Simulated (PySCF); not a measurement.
A PySCF script (with the pyscf-properties extension) for the NMR shieldings of `C[Si@@]1(P)C[C@H](O[SiH3])[SiH2]O1`, C₃H₁₃O₂PSi₃, on a GFN2-xTB geometry:

```python
import basis_set_exchange as bse
import numpy as np
from pyscf import gto, dft
from pyscf.prop import nmr

atoms = """
C     3.172626    0.380293    0.120812
Si    1.344050   -0.112013   -0.004595
P     0.850016   -2.139131    0.828469
C     0.090016    1.173323    0.658433
C    -1.131898    0.928604   -0.218810
O    -1.638208   -0.361182    0.106841
Si   -2.974631   -0.713878    0.950425
Si   -0.493424    0.682867   -2.006556
O     0.932417    0.000836   -1.608929
H     3.536242    0.194205    1.124602
H     3.330937    1.427094   -0.112080
H     3.768646   -0.209836   -0.565931
H     0.245397   -2.593532   -0.331342
H     2.071835   -2.705877    0.487388
H     0.445096    2.193661    0.516012
H    -0.172575    1.045538    1.708742
H    -1.906736    1.683472   -0.054924
H    -2.828402   -2.155712    1.058106
H    -3.000785   -0.024051    2.245576
H    -4.167708   -0.293136    0.202828
H    -0.204645    1.929858   -2.706226
H    -1.278676   -0.312020   -2.715479
"""
names = dict.fromkeys(["C", "Si", "P", "O", "H"], "pcSseg-1")
basis = {el: gto.basis.parse(bse.get_basis(n, elements=[el], fmt="nwchem")) for el, n in names.items()}
mol = gto.M(atom=atoms, basis=basis, charge=0, verbose=0)
mf = dft.RKS(mol, xc="PBE0")
mf.grids.level = 2
mf.grids.alignment = dft.numint.BLKSIZE   # the property module wants whole blocks of grid points
mf.conv_tol = 1e-9
mf.kernel()

calc = nmr.RKS(mf)   # GIAO
C = mf.mo_coeff
Co = C[:, mf.mo_occ > 0]
resp = mf.gen_response(singlet=True, hermi=2)
def vind(x):   # induced exchange potential for any number of trial vectors
    d = np.einsum("pi,xij,qj->xpq", C, 2 * x.reshape(-1, C.shape[1], Co.shape[1]), Co, optimize=True)
    return np.einsum("xpq,pi,qj->xij", resp(d - d.transpose(0, 2, 1)), C, Co, optimize=True).ravel()
mo1, _ = nmr.rhf.solve_mo1(calc, with_cphf=vind)
sigma = calc.kernel(mo1)
for i, s in enumerate(sigma):   # ppm
    print("%2d %-2s %9.2f" % (i, mol.atom_pure_symbol(i), np.trace(s) / 3))
```

Q: Give the expected output.

A: 
```
 0 C     183.46
 1 Si    308.04
 2 P     584.75
 3 C     160.37
 4 C     116.72
 5 O     315.77
 6 Si    388.85
 7 Si    353.91
 8 O     285.54
 9 H      31.64
10 H      31.25
11 H      30.97
12 H      30.14
13 H      30.28
14 H      31.04
15 H      30.31
16 H      27.86
17 H      26.86
18 H      26.81
19 H      26.92
20 H      26.64
21 H      26.76
```

These numbers come from an equivalent density-fitted implementation of the same equations, which agrees with the script to about 0.01 ppm for H and up to a few tenths of a ppm for heavy atoms, so last digits may differ.

Q: Turn these shieldings into chemical shifts. δ = σ(ref) − σ, references computed at the same level: TMS for ¹³C (σ = 186.93 ppm) and ²⁹Si (σ = 349.16 ppm) and ¹H (σ = 31.72 ppm); ³¹P (σ = 318.38 ppm) vs H3PO4; ¹⁷O (σ = 336.08 ppm) against H2O.

A: Averaging equivalent atoms: C 4: 70.2; C 3: 26.6; C 0: 3.5; Si 1: 41.1; Si 7: -4.8; Si 6: -39.7; P 2: -266.4; O 8: 50.5; O 5: 20.3; H 20: 5.08; H 21: 4.95; H 17/18/19: 4.85; H 16: 3.86; H 12/13: 1.51; H 15: 1.41; H 14: 0.67; H 9/10/11: 0.43 ppm. Experimental scales use liquid or dissolved standards, which lie at an offset from isolated H2O (liquid H2O: subtract about 36 ppm) and H3PO4.

Size and cost of the density-fitted run: 246 basis functions, 64 s wall time on 1 thread of an Arm Neoverse V2, shared host; peak memory 1.2 GiB.
